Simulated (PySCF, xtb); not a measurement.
C₄H₅FSi, SMILES C#C/C(F)=C/[SiH3].

GFN2-xTB in xtb 6.7.1 at its own geometry gives an orbital gap of 3.70 eV and a dipole moment of 1.86 D.

Geometry: PBE0-D3(BJ)/def2-SVP. The structure was generated by enumeration; whether it is a known compound was not checked.

Q: What does PBE/def2-TZVP (PySCF) give? (Estimate from the structure and the level; the computed values follow.)

A: gap 3.89 eV (levels -6.34 and -2.44 eV), dipole 1.64 D.
